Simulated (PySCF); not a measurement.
Numbering as in the mapped SMILES `[F:1][C:2]([F:3])([F:4])[C@@H:5]([Cl:6])[C@@H:7]1[CH2:8][CH2:9][SiH2:10]1`; H(Xn) means a hydrogen on atom n. Ha(C8), Ha(C9), Ha(Si10) are cis to C5 on the ring; Hb(C8), Hb(C9), Hb(Si10) are trans to C5 on the ring.

Computed data (PySCF): shielding tensors at PBE0/pcSseg-1 (GIAO), GFN2-xTB geometry. In vacuum, non-relativistic, single conformer, averaged over atoms made equivalent by symmetry, fast rotation or ring inversion.

Problem. Predict the 2D correlation tables (HSQC, COSY, HMBC).

Solution. 

HSQC (one-bond C–H):
| δH | δC |
| --- | --- |
| 4.24 (H(C5)) | 71.6 (C5) |
| 2.71 (Hb(C8)) | 27.8 (C8) |
| 2.39 (H(C7)) | 30.9 (C7) |
| 2.03 (Ha(C8)) | 27.8 (C8) |
| 1.57 (Hb(C9)) | 7.3 (C9) |
| 1.34 (Ha(C9)) | 7.3 (C9) |

COSY cross peaks (H two or three bonds apart, from the bond graph; peaks can be absent where the dihedral angle is near 90°):
| δH | δH |
| --- | --- |
| 4.80 (Hb(Si10)) | 4.68 (Ha(Si10)) |
| 4.80 (Hb(Si10)) | 2.39 (H(C7)) |
| 4.80 (Hb(Si10)) | 1.57 (Hb(C9)) |
| 4.80 (Hb(Si10)) | 1.34 (Ha(C9)) |
| 4.68 (Ha(Si10)) | 2.39 (H(C7)) |
| 4.68 (Ha(Si10)) | 1.57 (Hb(C9)) |
| 4.68 (Ha(Si10)) | 1.34 (Ha(C9)) |
| 4.24 (H(C5)) | 2.39 (H(C7)) |
| 2.71 (Hb(C8)) | 2.39 (H(C7)) |
| 2.71 (Hb(C8)) | 2.03 (Ha(C8)) |
| 2.71 (Hb(C8)) | 1.57 (Hb(C9)) |
| 2.71 (Hb(C8)) | 1.34 (Ha(C9)) |
| 2.39 (H(C7)) | 2.03 (Ha(C8)) |
| 2.03 (Ha(C8)) | 1.57 (Hb(C9)) |
| 2.03 (Ha(C8)) | 1.34 (Ha(C9)) |
| 1.57 (Hb(C9)) | 1.34 (Ha(C9)) |

HMBC (two and three bonds, from the bond graph):
| δH | δC |
| --- | --- |
| 4.80 (Hb(Si10)) | 71.6 (C5), 30.9 (C7), 27.8 (C8), 7.3 (C9) |
| 4.68 (Ha(Si10)) | 71.6 (C5), 30.9 (C7), 27.8 (C8), 7.3 (C9) |
| 4.24 (H(C5)) | 134.4 (C2), 30.9 (C7), 27.8 (C8) |
| 2.71 (Hb(C8)) | 71.6 (C5), 30.9 (C7), 7.3 (C9) |
| 2.39 (H(C7)) | 134.4 (C2), 71.6 (C5), 27.8 (C8), 7.3 (C9) |
| 2.03 (Ha(C8)) | 71.6 (C5), 30.9 (C7), 7.3 (C9) |
| 1.57 (Hb(C9)) | 30.9 (C7), 27.8 (C8) |
| 1.34 (Ha(C9)) | 30.9 (C7), 27.8 (C8) |

Referencing at the same level of theory: 1H (31.72 ppm), 13C (186.93 ppm) against TMS.

Short H···H contacts in this conformer between protons four or more bonds apart (candidates for NOE cross peaks, intensity ∝ r⁻⁶): H(C5)···Ha(C8) 2.48 Å.

Carbons that carry Cl, above all several Cl atoms, come out too deshielded, partly because spin–orbit coupling is missing. Shifts are as computed. Against solution values, carbons near 30 ppm lie about +3 ppm off and those near 130 ppm about +5 ppm; carbons on Cl a further +6 ppm. Of 1309 compounds with measured shifts, 239 miss one by over three times the rms of a fit or turn the order of signals round; such compounds aren't used in these exercises.
